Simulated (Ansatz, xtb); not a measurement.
## Cl2HSi2: which of two structures lies lower

Structure a: a doublet given by its coordinates. Structure b: a doublet given by its coordinates. Both are isolated molecules in the gas phase, relaxed with PBE0-D3(BJ)/def2-SVP.

a (Å):

```xyz
5

Cl    1.5209    1.8759    0.0235
Cl   -1.3107   -0.0880   -0.2718
Si    0.0010   -1.3819    1.4719
Si    0.8779   -0.0717   -0.2283
H     1.2632   -0.4403   -1.6194
```

Close contacts (Å): Cl1–Si4 2.07, Cl2–Si3 2.54, Cl2–Si4 2.19, Si3–Si4 2.32, Si4–H5 1.49.

b (Å):

```yaml
atoms:
  - { symbol: Cl, position_ang: [-1.3740, -1.9816, 0.5311] }
  - { symbol: Cl, position_ang: [2.2039, -2.0421, 1.6958] }
  - { symbol: Si, position_ang: [-0.5017, -0.4653, -0.6551] }
  - { symbol: Si, position_ang: [1.6297, -0.7082, 0.2356] }
  - { symbol: H, position_ang: [2.8384, 0.0857, -0.1520] }
```

Close contacts (Å): Cl1–Si3 2.11, Cl2–Si4 2.06, Si3–Si4 2.32, Si4–H5 1.50.

Q: Estimate E(b) − E(a) at the level CCSD(T)/def2-SVP + ΔMP2/def2-TZVPP.

A: Too close to call at this level: CCSD(T)/def2-SVP + ΔMP2/def2-TZVPP gives E(b) − E(a) = +2.80 kJ/mol.

How the difference moves with the method:

```tsv
level	geometry	E(b) − E(a) (kJ/mol)	departure from the last row (kJ/mol)	job, with rough time for the two
PBE0-D3(BJ)/def2-SVP	PBE0-D3(BJ)/def2-SVP	+2.09	−0.71	optimisation, 69 s
HF/def2-SVP	PBE0-D3(BJ)/def2-SVP	+12.96	+10.16	part of the CCSD(T) run
MP2/def2-SVP	PBE0-D3(BJ)/def2-SVP	+9.74	+6.94	part of the CCSD(T) run
CCSD(T)/def2-SVP	PBE0-D3(BJ)/def2-SVP	+5.08	+2.29	single point
CCSD(T)/def2-SVP + ΔMP2/def2-TZVPP	PBE0-D3(BJ)/def2-SVP	+2.80		single point, 41 s
```

The largest departure from CCSD(T)/def2-SVP + ΔMP2/def2-TZVPP is that of HF/def2-SVP, 10.16 kJ/mol. Levels run at GFN2-xTB geometries aren't shown. The last row adds to CCSD(T) the change of the MP2 difference between the two basis sets, here −2.29 kJ/mol.

With harmonic frequencies from PBE0-D3(BJ)/def2-SVP (ideal gas, rigid rotor, one conformer each, 400 K, 1 atm): the zero-point term adds −3.01 kJ/mol; ΔH is +1.49 and ΔG −5.98 kJ/mol.

Open shells are spin-unrestricted. The correlated steps freeze 20 core orbitals. Mirror images aren't counted in ΔG. Programs: Ansatz 0.2.0; the last row on 1 thread of Intel(R) Xeon(R) 6975P-C (Granite Rapids) on a shared host.
